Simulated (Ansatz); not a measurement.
Mulliken charges of CH₅FNOSn, SMILES `C[O][Sn]([NH2])[F]` radical from B3LYP/def2-TZVPP in Ansatz (PBE0-D4/def2-TZVP geometry).

```tsv
atom	x (Å)	y (Å)	z (Å)	charge (e)
C1	-0.392	-1.957	0.056	-0.115
O2	-0.025	-0.769	-0.605	-0.526
Sn3	0.865	0.724	0.321	1.018
N4	0.166	2.382	-0.656	-0.449
F5	-0.039	0.812	2.033	-0.505
H6	-0.832	-1.772	1.042	0.109
H7	0.460	-2.638	0.175	0.088
H8	-1.140	-2.462	-0.562	0.103
H9	0.498	2.439	-1.614	0.137
H10	0.440	3.241	-0.189	0.140
```

Q: By hand: the dipole of these point charges (1 e Å = 4.8032 D).

A: Σ q r = (0.846, -0.004, -0.270) e Å, of length 0.888 e Å = 4.27 D.

Q: How does the dipole of the full density compare? (Estimate.)

A: The calculation gave: (0.491, 0.149, -0.338) e Å, 2.95 D; the point charges give 1.45 times that, at 22° from its direction.

Point charges leave out the atoms' own dipoles, such as those of lone pairs, and Mulliken's split depends on the basis, so the two needn't agree.

B3LYP here is the variant with VWN-RPA as its local correlation; programs differ in this.
